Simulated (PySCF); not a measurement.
Method: PySCF with TPSSh-D3(BJ)/def2-TZVP // B3LYP-D3(BJ)/def2-TZVP. All species are isolated molecules in the gas phase. 

Reference species (SMILES): `[SnH3]` (neutral, multiplicity 2).

```yaml
dipole_moment: 0.36 D
```

Changed species: `[Cl][SnH2]` (radical fragment; the reference has radical fragment).

What does the change do to the dipole moment?

the dipole moment rises by 2.14 D, to 2.50 D.
